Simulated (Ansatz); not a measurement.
A nudged elastic band was laid between two geometries of C₂H₈BClGe (13 atoms, charge 0, multiplicity 1).

Level of theory: RKS revPBE-D4/def2-SVP (Ansatz 0.2.0).

```yaml
movable_images: 3
climbing_image: yes
spring: 5.0 eV/Å²
optimiser: quadratic models (default)
start_path: through a guess of the saddle point
force_threshold: 0.05 eV/Å
iteration_limit: 60
end_points: relaxed
```

First end point:

```xyz
13
Properties=species:S:1:pos:R:3
B -1.471 -0.238 -0.577
C 0.018 -0.537 -0.317
C 0.469 -1.283 0.947
Ge 0.516 1.431 -0.184
Cl 1.120 2.102 -2.177
H -2.273 -0.257 0.342
H -1.839 0.133 -1.678
H 0.602 -0.809 -1.221
H -0.085 -0.938 1.844
H 0.260 -2.368 0.838
H 1.555 -1.176 1.152
H -0.606 2.388 0.296
H 1.753 1.517 0.749
```

Last end point:

```xyz
13
Properties=species:S:1:pos:R:3
B -1.520 -0.140 -0.476
C -0.042 -0.543 -0.303
C 0.435 -1.293 0.949
Ge 0.606 1.384 -0.254
Cl 1.133 1.963 -2.297
H -2.259 -0.080 0.493
H -1.931 0.230 -1.561
H 0.460 -0.878 -1.235
H 0.139 -2.361 0.882
H 1.537 -1.265 1.080
H -0.030 -0.888 1.871
H -0.410 2.435 0.267
H 1.903 1.400 0.599
```

(1) Which bonds break or form, and what moves?

(2) Give the energies along the band, and the barrier.

(3) What is the geometry of the highest image?

Results:

(1) No bond is made or broken. The dihedral Ge4–C2–C3–H11 goes from -56 to 66°. The two ends are copies of one structure, up to a mirror image or an exchange of like atoms.

(2) The run converged. The highest image is number 2 of 0 to 4, 0.095 eV above the ends, which have the same energy within 2 meV. Another band between the same ends (7 images) ends at a top of the same energy, where a vibrational analysis finds 1 clearly imaginary mode. So few images can step over the top or miss a turn of the path.

```
image  path coordinate (Å)  energy (eV)  dihedral Ge4–C2–C3–H11 (°)
    0                 0.00        0.000                         -56
    1                 1.07        0.045                         -30
    2                 2.14        0.095                           5
    3                 3.16        0.046                          38
    4                 4.16        0.000                          66
```

(3) 
```xyz
13
Properties=species:S:1:pos:R:3
B -1.511 -0.152 -0.524
C -0.035 -0.531 -0.290
C 0.403 -1.291 0.982
Ge 0.628 1.386 -0.254
Cl 1.035 2.015 -2.309
H -2.305 -0.158 0.402
H -1.872 0.260 -1.612
H 0.491 -0.860 -1.211
H -0.468 -1.745 1.495
H 1.111 -2.106 0.730
H 0.918 -0.655 1.734
H -0.352 2.421 0.360
H 1.977 1.380 0.513
```

Time of the run: 3.1 min on 2 threads of Arm Neoverse V2 (shared host), peak memory 0.19 GiB.
